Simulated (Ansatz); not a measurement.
# Worked example: the barrier

An elementary step of SiH₃ClF₂, singlet (SiHClF₂ ([F][SiH]([F])[Cl]) + H₂ → SiH₂F₂ ([F][SiH2][F]) + HCl; bonds formed: Si1–H7, Cl2–H6; bonds broken: Si1–Cl2, H6–H7). “Start” is the structure reached by relaxing down from the saddle towards the reactants; PBE0-D4/def2-TZVP structures. The saddle:

```xyz
7
angstrom
Si -0.4047 0.2374 0.1234
Cl 1.9420 0.4991 -0.4046
F -0.7955 0.8758 -1.2607
F -1.7494 -0.5277 0.5289
H -0.1511 1.0562 1.3042
H 0.9744 -0.8305 -0.2314
H 0.1846 -1.3102 -0.0598
```

Program: Ansatz 0.2.0. Basis: def2-TZVPP and def2-QZVPP. Cores are frozen in the correlated methods.

Energies in eV:

| quantity | saddle | start |
| --- | --- | --- |
| Hartree–Fock, triple zeta (X = 3) | -25829.83472 | -25832.87076 |
| Hartree–Fock, quadruple zeta (X = 4) | -25830.72323 | -25833.76385 |
| MP2 correlation, X = 3 | -23.24414 | -22.69809 |
| MP2 correlation, X = 4 | -25.45250 | -24.87917 |
| CCSD(T) correlation, X = 3 | -24.78980 | -24.24844 |

(1) Work out the barrier at the basis limit: extrapolate Hartree–Fock as E(X) = E∞ + A exp(−7.88 √X) and the MP2 correlation as E(X) = E∞ + B X^−2.97 (the exponents that Neese and Valeev fitted for def2-TZVPP and QZVPP), then add CCSD(T) − MP2 in triple zeta.

The T1 diagnostic stays at or below 0.013.

Results:

(1) Each step is linear, so take the differences first (saddle − start): Hartree–Fock 3.03604 (X = 3) and 3.04062 (X = 4); MP2 correlation -0.54605 and -0.57333; CCSD(T) correlation -0.54136.
Two points give E∞ = E(4) + w [E(4) − E(3)], with w = 1/(exp(7.88 (2 − √3)) − 1) = 0.1377 for Hartree–Fock and w = 1/((4/3)^2.97 − 1) = 0.7407 for the correlation.
Hartree–Fock: 3.04062 + 0.1377 × 0.00458 = 3.0413 eV.
MP2 correlation: -0.57333 + 0.7407 × (-0.02728) = -0.5935 eV.
CCSD(T) − MP2: -0.54136 − (-0.54605) = 0.0047 eV.
Sum: 3.0413 + (-0.5935) + 0.0047 = 2.4525 eV, or 56.56 kcal/mol. Plain CCSD(T) in triple zeta gives 2.4947 eV, so the larger basis shifts the result by -0.0422 eV.

Labels in which every atom is bracketed show which atoms are joined, not bond orders.

For scale, one of the runs: CCSD(T)/def2-TZVPP, 188 basis functions, launched by `ansatz run in.yaml --threads 4 --pin off --events-out ev --progress --plain --max-ram 9574MiB`. Hardware: 4 CPU threads of an Arm Neoverse V2, shared host. Wall time 38 s; peak host memory 2 GiB.
